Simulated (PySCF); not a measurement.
Isomers of C5H11NSSi.

All values: PBE0/pcSseg-1 (PySCF) at GFN2-xTB geometries, gas phase, one conformer each.

Problem. Rank by the highest Hirshfeld charge on any atom, lowest value first.
A. `[CH3:1][NH:2][C@H:3]1[CH:4]=[CH:5][S:6][CH2:7][SiH2:8]1` with C1–N2–C3–C4 -73°, N2–C3–C4–C5 160°, C4–C5–S6–C7 5°, C5–S6–C7–Si8 -38°, S6–C7–Si8–C3 61°
B. `[CH3:1][C:2]#[C:3][CH2:4][N:5]([CH3:6])[SiH2:7][SH:8]` with C3–C4–N5–C6 69°, C4–N5–Si7–S8 -171°, N5–Si7–S8–H 165°
C. `[CH3:1][C:2](=[S:3])[C@@H:4]1[CH2:5][NH:6][SiH2:7][CH2:8]1` with C1–C2–C4–C5 -149°, C2–C4–C5–N6 -165°, C4–C5–N6–Si7 33°, C5–N6–Si7–C8 -10°, N6–Si7–C8–C4 -15°
D. `[H]/[N:4]=[C:3](\[CH:2]=[CH2:1])[CH2:5][CH2:6][S:7][SiH3:8]` with C1–C2–C3–N4 -2°, C2–C3–C5–C6 -78°, C3–C5–C6–S7 174°, C5–C6–S7–Si8 70°
E. `[CH2:1]=[CH:2][Si:3]1([S:4][CH3:5])[CH2:6][NH:7][CH2:8]1` with C1–C2–Si3–S4 0°, C2–Si3–S4–C5 178°, C2–Si3–C6–N7 -130°, Si3–C6–N7–C8 19°, C6–N7–C8–Si3 -19°, C2–Si3–C8–N7 130°

Solution. D (+0.297 e), A (+0.317 e), B (+0.340 e), E (+0.357 e), C (+0.375 e).

Problem. Rank by HOMO energy, lowest first.
A. `[CH2:1]=[CH:2][Si:3]1([S:4][CH3:5])[CH2:6][NH:7][CH2:8]1` with C1–C2–Si3–S4 0°, C2–Si3–S4–C5 178°, C2–Si3–C6–N7 -130°, Si3–C6–N7–C8 19°, C6–N7–C8–Si3 -19°, C2–Si3–C8–N7 130°
B. `[CH3:1][C:2](=[S:3])[C@@H:4]1[CH2:5][NH:6][SiH2:7][CH2:8]1` with C1–C2–C4–C5 -149°, C2–C4–C5–N6 -165°, C4–C5–N6–Si7 33°, C5–N6–Si7–C8 -10°, N6–Si7–C8–C4 -15°
C. `[CH3:1][NH:2][C@H:3]1[CH:4]=[CH:5][S:6][CH2:7][SiH2:8]1` with C1–N2–C3–C4 -73°, N2–C3–C4–C5 160°, C4–C5–S6–C7 5°, C5–S6–C7–Si8 -38°, S6–C7–Si8–C3 61°
D. `[CH3:1][C:2]#[C:3][CH2:4][N:5]([CH3:6])[SiH2:7][SH:8]` with C3–C4–N5–C6 69°, C4–N5–Si7–S8 -171°, N5–Si7–S8–H 165°

Solution. D (-6.70 eV), A (-6.32 eV), B (-6.08 eV), C (-5.82 eV).

Problem. Rank by LUMO energy, highest first.
A. `[CH2:1]=[CH:2][Si:3]1([S:4][CH3:5])[CH2:6][NH:7][CH2:8]1` with C1–C2–Si3–S4 0°, C2–Si3–S4–C5 178°, C2–Si3–C6–N7 -130°, Si3–C6–N7–C8 19°, C6–N7–C8–Si3 -19°, C2–Si3–C8–N7 130°
B. `[CH3:1][NH:2][C@H:3]1[CH:4]=[CH:5][S:6][CH2:7][SiH2:8]1` with C1–N2–C3–C4 -73°, N2–C3–C4–C5 160°, C4–C5–S6–C7 5°, C5–S6–C7–Si8 -38°, S6–C7–Si8–C3 61°
C. `[CH3:1][C:2](=[S:3])[C@@H:4]1[CH2:5][NH:6][SiH2:7][CH2:8]1` with C1–C2–C4–C5 -149°, C2–C4–C5–N6 -165°, C4–C5–N6–Si7 33°, C5–N6–Si7–C8 -10°, N6–Si7–C8–C4 -15°
D. `[CH3:1][C:2]#[C:3][CH2:4][N:5]([CH3:6])[SiH2:7][SH:8]` with C3–C4–N5–C6 69°, C4–N5–Si7–S8 -171°, N5–Si7–S8–H 165°
E. `[H]/[N:4]=[C:3](\[CH:2]=[CH2:1])[CH2:5][CH2:6][S:7][SiH3:8]` with C1–C2–C3–N4 -2°, C2–C3–C5–C6 -78°, C3–C5–C6–S7 174°, C5–C6–S7–Si8 70°

Solution. D (0.45 eV), B (0.21 eV), A (-0.69 eV), E (-1.60 eV), C (-1.89 eV).

All values together:

| SMILES | μ (D) | HOMO (eV) | LUMO (eV) | lowest IAO charge (e) | highest IAO charge (e) | lowest Hirshfeld charge (e) | highest Hirshfeld charge (e) |
| --- | --- | --- | --- | --- | --- | --- | --- |
| CC(=S)[C@@H]1CN[SiH2]C1 | 2.09 | -6.08 | -1.89 | -0.691 (N) | +0.891 (Si) | -0.250 (N) | +0.375 (Si) |
| CN[C@H]1C=CSC[SiH2]1 | 1.96 | -5.82 | 0.21 | -0.632 (C) | +0.708 (Si) | -0.166 (N/C) | +0.317 (Si) |
| CC#CCN(C)[SiH2]S | 2.04 | -6.70 | 0.45 | -0.505 (N) | +0.839 (Si) | -0.172 (N) | +0.340 (Si) |
| [H]/N=C(\C=C)CCS[SiH3] | 2.08 | -6.81 | -1.60 | -0.445 (N) | +0.541 (Si) | -0.232 (N) | +0.297 (Si) |
| C=C[Si]1(SC)CNC1 | 1.55 | -6.32 | -0.69 | -0.487 (C) | +0.935 (Si) | -0.181 (N) | +0.357 (Si) |

Conformers: `[CH3:1][C:2](=[S:3])[C@@H:4]1[CH2:5][NH:6][SiH2:7][CH2:8]1` with C1–C2–C4–C5 -149°, C2–C4–C5–N6 -165°, C4–C5–N6–Si7 33°, C5–N6–Si7–C8 -10°, N6–Si7–C8–C4 -15°; `[CH3:1][NH:2][C@H:3]1[CH:4]=[CH:5][S:6][CH2:7][SiH2:8]1` with C1–N2–C3–C4 -73°, N2–C3–C4–C5 160°, C4–C5–S6–C7 5°, C5–S6–C7–Si8 -38°, S6–C7–Si8–C3 61°; `[CH3:1][C:2]#[C:3][CH2:4][N:5]([CH3:6])[SiH2:7][SH:8]` with C3–C4–N5–C6 69°, C4–N5–Si7–S8 -171°, N5–Si7–S8–H 165°; `[H]/[N:4]=[C:3](\[CH:2]=[CH2:1])[CH2:5][CH2:6][S:7][SiH3:8]` with C1–C2–C3–N4 -2°, C2–C3–C5–C6 -78°, C3–C5–C6–S7 174°, C5–C6–S7–Si8 70°; `[CH2:1]=[CH:2][Si:3]1([S:4][CH3:5])[CH2:6][NH:7][CH2:8]1` with C1–C2–Si3–S4 0°, C2–Si3–S4–C5 178°, C2–Si3–C6–N7 -130°, Si3–C6–N7–C8 19°, C6–N7–C8–Si3 -19°, C2–Si3–C8–N7 130°.
